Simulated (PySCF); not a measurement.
## Electron correlation in S⁺ (sulfur, charge +1)

[Ne] 3s1 3p4, 3s spin antiparallel (an excited configuration). Computed with PySCF 2.14 in aug-cc-pCVTZ-DK with one added diffuse shell each of s, p, d, f type (9s8p6d4f, 91 functions), with the spin-free X2C one-electron Hamiltonian (Gaussian nucleus). Frozen: [Ne]; 5 electrons correlated.

MP2 pair energies summed by pair of shells (mhartree):

| pair | energy | share (%) |
| --- | --- | --- |
| 3p-3p | -81.37 | 50.5 |
| 3s-3p | -79.76 | 49.5 |

Total MP2 correlation energy: -161.13 mhartree.

Same-spin part -25.09 and opposite-spin part -136.04 mhartree; SCS-MP2 scales them by 1/3 and 6/5 to -171.61 mhartree.
